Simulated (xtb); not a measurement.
C2H8N2Si2, SMILES C1(C)=N[SiH2][Si@H]1N. All values are semi-empirical tight-binding results from xtb (GFN2-xTB unless named), good for trends rather than for accurate numbers. The structure is a stationary point at GFN2-xTB. The structure was generated by enumeration; whether it is a known compound was not checked. One conformer was computed; it need not be the lowest.

Computed properties:
| Quantity | Value |
|---|---|
| orbital gap | 2.31 eV |
| dipole moment | 3.04 D |
| zero-point energy | 60.6 kcal/mol |
| G − E(el) at 298.15 K (modified RRHO) | 39.5 kcal/mol |
| static polarisability (D4 model) | 92.4 bohr³ |
| solvation energy, GFN2-xTB/ALPB(water) | -4.3 kcal/mol |
| solvation energy, GFN2-xTB/ALPB(acetone) | -6.9 kcal/mol |
